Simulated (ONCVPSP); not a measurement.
PBEsol ONCV dataset for vanadium, scalar-relativistic all-electron reference.

* Element: V
* Generator: ONCVPSP 4.0.1
* Type: optimised norm-conserving Vanderbilt (ONCV)
* Functional: PBEsol
* Relativity: scalar-relativistic
* Frozen core: [Ne]
* Valence charge: 13
* Reference configuration: 3s2 3p6 3d3 4s1 (charge +1)
* Partial waves: 3s+4s: rc 1.70 bohr, ncon 4, nbas 7, qcut 7.6 1/bohr, 2 projectors; 3p: rc 1.10 bohr, ncon 3, nbas 7, qcut 7.1 1/bohr, 2 projectors, debl 3.6 Ha; 3d: rc 1.40 bohr, ncon 4, nbas 9, qcut 13.5 1/bohr, 1 projector
* Local potential: polynomial inside 0.80 bohr (lpopt 5, dvloc0 3 Ha)
* Core correction: none

- Cutoffs needed: 55 Ha and 65 Ha (the cutoffs (Ha) at which the residual kinetic energy of the hardest occupied pseudo-wave falls to 1 and 0.1 mHa per electron)
- Ghost test: no bound ghost flagged; no localised positive-energy state flagged
- Largest excitation error: +20 meV (all-electron minus pseudo) for 3s2 3p6 3d2 4s2, out of 4 test configurations
